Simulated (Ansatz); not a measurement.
`[OH][In]([Br])[Br]` and `[Br][InH][Br]` differ in one atom or group.

Ansatz, PBE0-D4/def2-TZVP geometries, multiplicity 1. Each molecule was computed in one conformer, which needn't be the lowest.

Elements past krypton have def2 core potentials. Scalar relativity is left out up to krypton.

| property | `[OH][In]([Br])[Br]` |
| --- | --- |
| HOMO energy (ωB97M-V/def2-TZVPP) / eV | -10.90 |
| HOMO–LUMO gap (B3LYP/def2-TZVPP) / eV | 5.48 |
| LUMO energy (B3LYP/def2-TZVPP) / eV | -2.94 |
| HOMO–LUMO gap (ωB97M-V/def2-TZVPP) / eV | 10.18 |
| LUMO energy (ωB97M-V/def2-TZVPP) / eV | -0.73 |
| size of the dipole moment (B3LYP/def2-TZVPP) / D | 1.13 |

Problem. Give the same properties after the change, and the shifts. (Best estimate.)

Solution. The calculation gave: 
```csv
property,`[Br][InH][Br]`,shift
HOMO energy (ωB97M-V/def2-TZVPP) / eV,-10.55,0.35
HOMO–LUMO gap (B3LYP/def2-TZVPP) / eV,5.80,0.32
LUMO energy (B3LYP/def2-TZVPP) / eV,-2.30,0.64
HOMO–LUMO gap (ωB97M-V/def2-TZVPP) / eV,10.08,-0.10
LUMO energy (ωB97M-V/def2-TZVPP) / eV,-0.47,0.26
size of the dipole moment (B3LYP/def2-TZVPP) / D,2.13,1.00
```

With PBE0 the HOMO rises by 0.33 eV and the LUMO rises by 0.60 eV, so the gap widens by about 0.27 eV. PBE moves the HOMO by 0.28 eV and ωB97M-V by 0.35 eV. The zero-point energy changes by -18.7 kJ/mol with -3 modes. Dipoles are sizes alone; their direction can turn.

B3LYP here is the variant with VWN-RPA as its local correlation; programs differ in this.

Spin–orbit coupling is left out; it splits and shifts lone-pair levels of the heavy atoms by tenths of an eV.
